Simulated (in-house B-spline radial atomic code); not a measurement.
Inner levels of gadolinium as electrons are removed. A shift is the extra binding of the orbital against the neutral atom ([Xe] 4f7 5d1 6s2). Computed with an all-electron radial atomic-structure program (B-spline basis): non-relativistic Hartree-Fock, average of the configuration, point nuclei.

This level leaves out relativity, spin-orbit splitting included, which matters for heavy ions.

| ion | configuration | shift of 1s (eV) | radius of 1s (bohr) | Σ<r²> (bohr²) | change of density at nucleus (bohr⁻³) |
| --- | --- | --- | --- | --- | --- |
| Gd41+ | [Ar] 3d5 | 2165.47 | 0.023699 | 0.845 | -298.3 |
| Gd42+ | [Ar] 3d4 | 2306.89 | 0.023699 | 0.7853 | -206.06 |
| Gd43+ | [Ar] 3d3 | 2450.63 | 0.023699 | 0.72763 | -111.72 |
| Gd44+ | [Ar] 3d2 | 2596.69 | 0.023699 | 0.6719 | -15.285 |
| Gd45+ | [Ar] 3d1 | 2745.07 | 0.023699 | 0.61803 | 83.244 |
| Gd46+ | [Ne] 3s2 3p6 | 2895.77 | 0.0237 | 0.56593 | 183.87 |
| Gd47+ | [Ne] 3s2 3p5 | 3046.85 | 0.023697 | 0.50142 | 292.62 |
| Gd48+ | [Ne] 3s2 3p4 | 3199.7 | 0.023694 | 0.43832 | 403.1 |
| Gd49+ | [Ne] 3s2 3p3 | ? | ? | ? | ? |
| Gd50+ | [Ne] 3s2 3p2 | 3510.67 | 0.023688 | 0.31618 | 629.29 |
| Gd51+ | [Ne] 3s2 3p1 | 3668.79 | 0.023685 | 0.25707 | 745 |
| Gd52+ | [Ne] 3s2 | 3828.66 | 0.023682 | 0.19922 | 862.46 |
| Gd53+ | [Ne] 3s1 | 3977.45 | 0.023681 | 0.13664 | -1486.48 |
| Gd54+ | [He] 2s2 2p6 | 4127.61 | 0.02368 | 0.075181 | -3888.28 |
| Gd55+ | [He] 2s2 2p5 | ? | ? | ? | ? |
| Gd56+ | [He] 2s2 2p4 | 4875.07 | 0.023649 | 0.056824 | -3258.12 |
| Gd57+ | [He] 2s2 2p3 | 5254.98 | 0.023634 | 0.048019 | -2936.17 |
| Gd58+ | [He] 2s2 2p2 | 5638.99 | 0.023618 | 0.039453 | -2609.63 |
| Gd59+ | [He] 2s2 2p1 | 6027.09 | 0.023602 | 0.031117 | -2278.48 |
| Gd60+ | [He] 2s2 | 6419.28 | 0.023586 | 0.023004 | -1942.71 |
| Gd61+ | [He] 2s1 | 6756.45 | 0.023584 | 0.012147 | -11590.9 |
| Gd62+ | 1s2 | ? | ? | ? | ? |
| Gd63+ | 1s1 | 8180.12 | 0.023438 | 0.00073242 | -103141 |

**Question.** Fill in the row of Gd49+.

**Answer.** shift of 1s (eV): 3354.31; radius of 1s (bohr): 0.023691; Σ<r²> (bohr²): 0.37658; change of density at nucleus (bohr⁻³): 515.32.

**Question.** Fill in the row of Gd55+.

**Answer.** shift of 1s (eV): 4499.28; radius of 1s (bohr): 0.023665; Σ<r²> (bohr²): 0.065875; change of density at nucleus (bohr⁻³): -3575.49.

**Question.** Fill in the row of Gd62+.

**Answer.** shift of 1s (eV): 7096.2; radius of 1s (bohr): 0.023576; Σ<r²> (bohr²): 0.0014833; change of density at nucleus (bohr⁻³): -21432.3.
